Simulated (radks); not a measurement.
Values are calculated unless marked as measured or tabulated.
Numerical settings for neutral zirconium, [Kr] 4d2 5s2. Code: a radial shooting solver on a logarithmic mesh with Libxc functionals. Model: Dirac Kohn-Sham, BLYP, spin-unpolarised, spherical densities, finite nucleus; open shells are shared between the two j in proportion to 2j + 1; Fermi nuclear charge, rms radius 4.2694 fm. The defaults (mesh step 0.008 in ln r, mesh end at 40 bohr or more with all orbitals vanishing there, Anderson mixing 0.5 over 9 steps, residual threshold near 1e-9 with the energy settled to 1e-9 hartree or 1e-11 of itself, here a cap of 82 iterations) give E = -3599.4258 hartree and 4d5/2 at -3.375 eV in 16 iterations. Run on one thread of a shared host, so times are rough (Intel(R) Xeon(R) Platinum 8559C): 0.12 s of CPU time, 0.12 s wall, 16 iterations on 2437 mesh points. Changes against that run (0 stands for a change within the tolerance of the run):

setting                     iterations         converged  E (mhartree)  e(4d5/2) (meV)  CPU (s)
mesh step in ln r 0.2                4                no      diverged               -     0.01
mesh step in ln r 0.12               2                no      diverged               -     0.01
mesh step in ln r 0.02              15               yes             0               0     0.05
mesh end (bohr) 20                  16               yes             0        +0.00736     0.12
mesh end (bohr) 3                   15  level above zero     +3.17e+03       +2.16e+04     0.09
residual threshold 0.1               8               yes             0         -0.0643     0.08
residual threshold 1e-05             9               yes             0          -0.126     0.09
mixing 1.5                          18               yes             0               0     0.14
linear mixing, mixing 0.05          82                no        +0.016             -37     0.54
linear mixing, mixing 0.8           18                no      diverged               -     0.21
mixing history 20                   17               yes             0               0     0.12
iteration cap 5                      5                no       +0.0132           +37.5     0.05

Settled on a wrong energy, with an occupied level pushed above zero by the early mesh end: mesh end (bohr) 3 (+3.17 hartree). Apart from these: no run marked as converged misses the energy by more than 1 mhartree. A mesh that ends early acts as a hard wall.
